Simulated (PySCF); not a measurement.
# C₆ coefficients of unlike pairs at PBE

Calculated with PySCF 2.14 from the dipole response of each species, C₆(A,B) = (3/π) ∫ α_A(iu) α_B(iu) du, in atomic units, from isotropic polarisabilities. For ions this is the dispersion term alone; charge-induced terms of lower order in 1/R come first.

```json
{"species": "Fe³⁺", "configuration": "[Ar] 3d5 (6S)", "basis": "aug-cc-pVDZ (7s6p4d2f)", "relativity": "none", "α (bohr³)": "1.876", "C₆ (like pair)": "4.388"}
{"species": "Sb", "configuration": "[Kr] 4d10 5s2 5p3 (4S)", "basis": "aug-cc-pVTZ-PP with one added diffuse shell each of d, f type with ECP28MDF (6s5p5d3f)", "relativity": "core potential", "α (bohr³)": "48.10", "C₆ (like pair)": "523.3"}
{"species": "Be", "configuration": "[He] 2s2 (1S)", "basis": "aug-cc-pCVQZ-DK (9s8p6d4f2g)", "relativity": "spin-free X2C", "α (bohr³)": "42.86", "C₆ (like pair)": "256.9"}
{"species": "Cd⁺", "configuration": "[Kr] 4d10 5s1 (2S)", "basis": "def2-QZVPPD with the def2 core potential (28 electrons) (7s5p4d4f2g)", "relativity": "core potential", "α (bohr³)": "21.73", "C₆ (like pair)": "130.0"}
```

Task: Estimate C₆ for Be with Sb.

Result: The integral gives 354.2. The combination rule 2 C_A C_B / (C_A α_B/α_A + C_B α_A/α_B) gives 356.3 and the geometric mean 366.7.

No spin-orbit coupling is included.

The other pairs:

| pair | C₆ |
| --- | --- |
| Be, Fe³⁺ | 20.39 |
| Cd⁺, Fe³⁺ | 20.62 |
| Cd⁺, Sb | 256.2 |
| Sb, Fe³⁺ | 36.19 |
| Cd⁺, Be | 167.4 |
